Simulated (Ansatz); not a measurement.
Calculated with Ansatz (gas phase, PBE0-D4/def2-TZVP geometries, no zero-point term in ΔE). CBS: MP2 limit from def2 TZ/QZ plus the TZ coupled-cluster correction, frozen cores. Functionals use def2-TZVPP. def2 core potentials past Kr. For Sn outer-core shells are correlated without core-valence functions, which leaves a few kJ/mol of doubt a bond. One conformer a species, not always the lowest.

Reaction (formal exchange of groups at the Si–C bond): `F[SiH2]C[SiH](F)F` + `[CH2]1[S][SnH2]1` → `F[SiH2][SnH]1[CH2][S]1` + `C[SiH](F)F`

`F[SiH2]C[SiH](F)F`:

```xyz
11

F    -2.603    0.109   -1.286
Si   -1.194   -0.547   -0.897
C    -0.276    0.652    0.193
Si    1.390    0.148    0.793
F     1.272   -1.208    1.613
F     2.338   -0.140   -0.450
H    -1.472   -1.813   -0.180
H    -0.455   -0.799   -2.155
H    -0.163    1.596   -0.355
H    -0.898    0.862    1.072
H     2.062    1.141    1.653
```

`[CH2]1[S][SnH2]1`:

```xyz
7

C     0.063   -0.314    1.038
S    -1.641   -0.511    0.367
Sn    0.133    0.340   -0.971
H     0.560   -1.249    1.278
H     0.155    0.439    1.814
H     0.688   -0.694   -2.189
H     0.042    1.989   -1.338
```

`F[SiH2][SnH]1[CH2][S]1`:

Cartesian coordinates in Å:
```
F 0.413 -0.918 -2.943
Si -0.152 -1.299 -1.492
Sn -0.537 0.789 -0.093
C 0.717 1.025 1.613
S -0.681 0.002 2.175
H -1.412 -2.056 -1.684
H 0.861 -2.118 -0.785
H -1.644 2.031 -0.427
H 1.679 0.522 1.594
H 0.754 2.023 2.040
```

`C[SiH](F)F`:

Z-matrix (Å, degrees):
```
C
Si 1 1.840
H 1 1.092 2 110.7
H 1 1.093 2 110.6 3 -120.1
H 1 1.093 2 110.6 3 120.1
F 2 1.591 1 109.8 3 58.6
F 2 1.591 1 109.8 3 -58.5
H 2 1.477 1 114.8 3 -179.9
```

(1) Is it downhill or uphill in electronic energy at CCSD(T)/CBS, and by how much? (An estimate is asked.)

(2) What do these levels give: revPBE-D4, r2SCAN-D4, r2SCANh-D4, BHLYP-D4, CAM-B3LYP-D4, BLYP, r2SCAN, r2SCAN0, CAM-B3LYP, SCS-MP2/def2-QZVPP, HF/CBS(def2), MP2/CBS(def2)? (Estimate.)

Largest T1 diagnostic among the species: 0.014.

Answers

(1) Computed: Downhill: ΔE = -22.4 kJ/mol.

(2) Computed: revPBE-D4 -29.3, r2SCAN-D4 -24.0, r2SCANh-D4 -22.8, BHLYP-D4 -20.0, CAM-B3LYP-D4 -17.8, BLYP -32.9, r2SCAN -24.1, r2SCAN0 -21.1, CAM-B3LYP -17.9, SCS-MP2/def2-QZVPP -20.5, HF/CBS(def2) -10.2, MP2/CBS(def2) -25.7 kJ/mol.

From BLYP to BHLYP (50 % exact exchange), in def2-TZVPP and without D4, ΔE moves by +13.9 kJ/mol. At CCSD(T), def2-SVP lies +5.5 kJ/mol from the extrapolated value and def2-TZVPP +5.3 kJ/mol.
